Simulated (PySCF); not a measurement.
Job file and geometry (Å, from GFN2-xTB) of an NMR shielding run on SMILES CC#[N+][BH2-][C@@]1(C)C[C@H]1CF, C7H13BFN, GIAO PBE0/pcSseg-1 NMR shielding, non-relativistic, gas phase in PySCF; density fitting, a coarse starting grid and PySCF grid level 2 are the driver's defaults:

```
$ OMP_NUM_THREADS=1 python probes_run.py task.json out

{"job": {"kind": "nmr", "xc": "PBE0", "basis": "pcSseg-1"}, "charge": 0, "multiplicity": 1}
C      3.599439     0.046764    -0.464325
C      2.344505    -0.165736     0.188463
N      1.337845    -0.332812     0.718214
B      0.007653    -0.553227     1.305604
C     -1.033764    -0.571005     0.049524
C     -0.959262    -1.818250    -0.811471
C     -2.399211     0.035231     0.211810
C     -1.398092     0.690463    -0.695960
C     -0.801429     2.021038    -0.334344
F     -1.529064     3.053433    -0.899908
H      3.686618    -0.622613    -1.320525
H      4.416568    -0.152317     0.229416
H      3.667161     1.078848    -0.809386
H      0.067645    -1.609161     1.853442
H     -0.160131     0.345095     2.068201
H     -1.690245    -1.789726    -1.619247
H      0.032259    -1.922422    -1.253834
H     -1.153325    -2.703259    -0.208270
H     -2.629965     0.530654     1.142551
H     -3.249797    -0.458059    -0.237017
H     -1.572285     0.601151    -1.764031
H     -0.806958     2.191266     0.744371
H      0.219083     2.131628    -0.724080
```

Problem. Write the output of this run.

Solution. 
```
coarse grid: 18896 points
cycle   1  E = -453.1914980184  dE =  1.405e+00  |g| = 7.015e-01  |ddm| = 4.171e+00
cycle   2  E = -452.9593573358  dE =  2.321e-01  |g| = 1.251e+00  |ddm| = 1.697e+00
cycle   3  E = -453.3052503693  dE = -3.459e-01  |g| = 2.513e-01  |ddm| = 1.073e+00
cycle   4  E = -453.3167836377  dE = -1.153e-02  |g| = 8.591e-02  |ddm| = 1.874e-01
cycle   5  E = -453.3181092464  dE = -1.326e-03  |g| = 2.342e-02  |ddm| = 6.524e-02
cycle   6  E = -453.3182394171  dE = -1.302e-04  |g| = 4.550e-03  |ddm| = 2.172e-02
cycle   7  E = -453.3182434978  dE = -4.081e-06  |g| = 1.432e-03  |ddm| = 4.998e-03
final grid: 182096 points
cycle   8  E = -453.3832567026  dE = -9.020e-05  |g| = 9.432e-03  |ddm| = 5.884e-02
cycle   9  E = -453.3832482329  dE =  8.470e-06  |g| = 1.150e-02  |ddm| = 1.954e-02
cycle  10  E = -453.3832783518  dE = -3.012e-05  |g| = 2.434e-03  |ddm| = 1.102e-02
cycle  11  E = -453.3832794592  dE = -1.107e-06  |g| = 7.566e-04  |ddm| = 1.917e-03
cycle  12  E = -453.3832795682  dE = -1.090e-07  |g| = 2.842e-04  |ddm| = 6.353e-04
cycle  13  E = -453.3832795831  dE = -1.489e-08  |g| = 4.053e-05  |ddm| = 1.987e-04
cycle  14  E = -453.3832795834  dE = -3.282e-10  |g| = 1.205e-05  |ddm| = 4.847e-05
converged SCF energy = -453.3832795834

GIAO shielding tensors (ppm)
atom      isotropic    diamagn.    paramagn.     s11        s22        s33       span
  0 C      185.032     249.059     -64.027    176.859    177.434    200.802     23.943
  1 C       68.953     274.838    -205.885    -18.607    -16.882    242.349    260.956
  2 N       31.082     332.740    -301.658   -127.722   -114.140    335.109    462.831
  3 B      131.989     190.575     -58.585    118.808    132.567    144.593     25.786
  4 C      171.043     251.008     -79.964    137.974    172.217    202.939     64.965
  5 C      156.919     246.550     -89.631    127.909    155.648    187.201     59.291
  6 C      162.546     256.575     -94.029    133.668    156.325    197.646     63.978
  7 C      159.164     252.035     -92.870    115.291    160.185    202.017     86.726
  8 C       95.327     245.633    -150.307     54.396     83.479    148.104     93.708
  9 F      417.325     469.072     -51.747    390.912    403.986    457.076     66.164
 10 H       29.230      28.081       1.150     24.115     27.579     35.998     11.883
 11 H       29.316      24.480       4.836     24.211     26.773     36.964     12.753
 12 H       29.312      28.469       0.842     24.151     27.758     36.025     11.874
 13 H       29.564      30.689      -1.126     25.755     29.790     33.147      7.392
 14 H       30.215      32.111      -1.896     26.964     30.199     33.483      6.519
 15 H       31.623      31.901      -0.278     26.904     29.501     38.463     11.559
 16 H       30.210      33.279      -3.069     25.554     29.101     35.974     10.420
 17 H       30.173      30.205      -0.032     26.158     26.897     37.463     11.304
 18 H       31.276      33.559      -2.283     25.429     28.746     39.652     14.223
 19 H       31.206      33.450      -2.244     25.575     28.346     39.697     14.121
 20 H       31.026      34.303      -3.278     25.087     29.966     38.024     12.937
 21 H       27.267      31.318      -4.050     21.744     29.423     30.635      8.891
 22 H       26.529      33.217      -6.688     19.831     29.003     30.754     10.922
```

Size and cost of the density-fitted run: 235 basis functions, 2.2 min wall time on 1 thread of an Intel Xeon, shared host; peak memory 1.1 GiB.
